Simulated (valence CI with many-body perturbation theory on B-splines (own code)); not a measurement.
Bi LXVIII: what each term of the Hamiltonian does

Calculated by valence CI with perturbative core correlation (CI+MBPT): six valence electrons over a frozen Dirac-Fock core [Ne], a basis of 9 s, 9 p, 8 d, 6 f, 3 g, 1 h functions for each j, with the one-electron correlation potential Σ1 (screened to all orders), the two-electron term Σ2, the three-electron term Σ3, Breit, model QED; selected single and double excitations, second order for the rest, scaled by the run's own slope (own B-spline code, finite nucleus).

No measured spectrum was set against this ion. As an estimate, large intervals hold to a few tenths of a per cent, small ones and those within an open d or f shell to about a per cent. Among the levels kept, up to 1200 cm⁻¹ of a level comes from second order outside the variational space, and about a tenth of that is noise between levels of different J, which matters for small intervals.

Each rung adds one term. CI alone is the Dirac-Coulomb CI over the frozen core; QED comes last and gives the full result, which names the levels. Energies are above (3s^2 3p1/2^2 3p3/2^2) J=2 on the same rung, in eV.

Levels are named by their leading jj configuration (3d3/2^4 stands for four electrons in 3d with j = 3/2), which in mixed levels can hold well under half, so a name can repeat and another be missing. Letters in brackets count levels of one name in rising energy.

```tsv
Level	CI alone	Σ1	Σ2	Σ3	Breit	QED	Full
(3s^2 3p1/2^2 3p3/2^2) J=0	22.34	+0.001	-0.029	-0.055	+0.769	-0.008	23.02
(3s^2 3p1/2^2 3p3/2 3d3/2) J=2	275.75	-0.280	-0.421	-0.257	-0.751	-1.486	272.56
(3s^2 3p1/2^2 3p3/2 3d3/2) J=1	285.95	-0.279	-0.432	-0.288	-0.581	-1.498	282.87
(3s^2 3p1/2^2 3p3/2 3d3/2) J=0	285.18	-0.278	-0.357	-0.264	+0.257	-1.495	283.05
(3s^2 3p1/2^2 3p3/2 3d3/2) J=3	287.06	-0.277	-0.410	-0.306	-1.483	-1.480	283.10
(3s^2 3p1/2^2 3p3/2 3d5/2) J=4	420.51	-0.069	-0.332	-0.309	-4.783	-1.136	413.88
(3s^2 3p1/2^2 3p3/2 3d5/2) J=2	429.27	-0.070	-0.527	-0.346	-4.138	-1.154	423.03
(3s^2 3p1/2^2 3p3/2 3d5/2) J=3	450.82	-0.072	-0.754	-0.507	-4.468	-1.140	443.88
(3s^2 3p1/2^2 3p3/2 3d5/2) J=1	463.23	-0.068	-0.614	-0.556	-3.413	-1.146	457.43
(3s^2 3p1/2^2 3d3/2^2) J=2	563.32	-0.558	-0.764	-0.564	-1.512	-2.980	556.94
(3s^2 3p1/2^2 3d3/2^2) J=0	591.00	-0.552	-0.712	-0.640	-0.121	-2.976	586.00
(3s^2 3p1/2 3p3/2^3) J=1	614.55	+0.257	+0.291	-0.018	-6.571	+0.501	609.01
(3s^2 3p1/2 3p3/2^3) J=2	626.04	+0.257	+0.216	-0.050	-7.248	+0.504	619.72
(3s^2 3p1/2^2 3d3/2 3d5/2) J=3	713.81	-0.349	-0.924	-0.657	-5.129	-2.638	704.11
(3s^2 3p1/2^2 3d3/2 3d5/2) J=2	726.36	-0.348	-0.940	-0.682	-4.891	-2.641	716.86
(3s^2 3p1/2^2 3d3/2 3d5/2) J=4	733.22	-0.346	-0.914	-0.728	-6.422	-2.640	722.17
(3s^2 3p1/2^2 3d3/2 3d5/2) J=1	731.27	-0.347	-0.963	-0.687	-3.585	-2.643	723.04
(3s 3p1/2^2 3p3/2^3) J=2	837.88	-0.035	-0.103	+0.149	-2.154	-5.443	830.29
(3s 3p1/2^2 3p3/2^3) J=1	859.67	-0.030	-0.169	+0.038	-3.885	-3.580	852.04
(3s^2 3p1/2^2 3d5/2^2) J=4	874.69	-0.139	-1.068	-0.778	-9.034	-2.299	861.38
(3s^2 3p1/2 3p3/2^2 3d3/2) J=2 [a]	879.38	-0.021	-0.119	-0.202	-8.067	-0.995	869.98
(3s^2 3p1/2 3p3/2^2 3d3/2) J=0	880.91	-0.022	-0.083	-0.211	-7.756	-0.996	871.84
(3s^2 3p1/2^2 3d5/2^2) J=2	884.64	-0.138	-1.082	-0.790	-7.846	-2.296	872.49
(3s^2 3p1/2 3p3/2^2 3d3/2) J=1 [a]	883.45	-0.024	-0.221	-0.175	-6.651	-1.937	874.44
(3s^2 3p1/2 3p3/2^2 3d3/2) J=3 [a]	889.53	-0.020	-0.126	-0.249	-9.040	-0.969	879.12
(3s^2 3p1/2 3p3/2^2 3d3/2) J=4	898.98	-0.021	-0.119	-0.295	-9.957	-0.971	887.61
(3s^2 3p1/2^2 3d5/2^2) J=0	913.08	-0.135	-0.914	-0.835	-6.128	-2.301	902.77
(3s^2 3p1/2 3p3/2^2 3d3/2) J=2 [b]	913.57	-0.020	-0.225	-0.310	-8.059	-1.039	903.92
(3s^2 3p1/2 3p3/2^2 3d3/2) J=3 [b]	930.45	-0.021	-0.557	-0.445	-8.630	-0.987	919.81
(3s^2 3p1/2 3p3/2^2 3d3/2) J=2 [c]	939.46	-0.023	-0.748	-0.435	-7.349	-1.515	929.39
(3s^2 3p1/2 3p3/2^2 3d3/2) J=1 [b]	946.64	-0.021	-0.790	-0.421	-6.849	-1.577	936.99
```

The middle columns are the shifts that each term adds.

(1) How does the ionisation energy move along the ladder, and which term matters most?

## Answers

(1) CI alone 7883.9, + Σ1 7884.9, + Σ2 7885.3, + Σ3 7884.4, + Breit 7876.8, + QED 7875.7 eV. The largest step is Breit, -7.6 eV. NIST lists 7870 ± 40 eV (theoretical).
